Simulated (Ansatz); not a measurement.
`[BH2][GeH2][Br]` + BH₃ → `BB` + `[GeH3][Br]` at 700 K and 1 bar (formal exchange of groups at a B–Ge bond).

Calculated with Ansatz (gas phase, PBE0-D4/def2-TZVP geometries, no zero-point term in ΔE). CBS: MP2 limit from def2 TZ/QZ plus the TZ coupled-cluster correction, frozen cores. This one scheme is used for every species. For Br, Ge outer-core shells are correlated without core-valence functions, which leaves a few kJ/mol of doubt a bond. Scalar relativity is left out up to krypton.

```tsv
species	CCSD(T)/CBS energy (Eh)	H − E (kJ/mol)	S (J/(mol·K))
`[BH2][GeH2][Br]`	-4676.63012	154.9	418.1
BH₃	-26.55200	96.5	225.0
`BB`	-51.92346	144.0	294.9
`[GeH3][Br]`	-4651.26096	104.1	334.4
```

H − E and S are ideal-gas, rigid-rotor, harmonic terms from PBE0-D4/def2-TZVP. 1 Eh = 2625.50 kJ/mol, R = 8.31446 J/(mol·K).

Q: By hand: ΔE, ΔH, ΔS and ΔG.

A: ΔE = (-51.92346) + (-4651.26096) − (-4676.63012) − (-26.55200) = -0.00230 Eh = -6.0 kJ/mol. Δ(H − E) = 144.0 + 104.1 − 154.9 − 96.5 = -3.3, so ΔH = -9.3 kJ/mol. ΔS = 294.9 + 334.4 − 418.1 − 225.0 = -13.8 J/(mol·K). ΔG = -9.3 − 700 × (-13.8)/1000 = 0.4 kJ/mol.

Q: By hand: the equilibrium constant, and the temperature at which ΔG would vanish if ΔH and ΔS stayed fixed.

A: log₁₀ K = −ΔG/(RT ln 10) = 0.0. ΔG = 0 at ΔH/ΔS = 674 K, though so small a ΔH makes that figure unsure.

TΔS isn't small against ΔH here. The sign of ΔG lies within the doubt. A doubt of 5 kJ/mol in ΔE shifts log₁₀ K by 0.4 here. These are equilibria of isolated gas molecules and say nothing of rates. Largest T1 diagnostic: 0.012 (customary marks: 0.02 for closed shells, 0.045 for open ones).
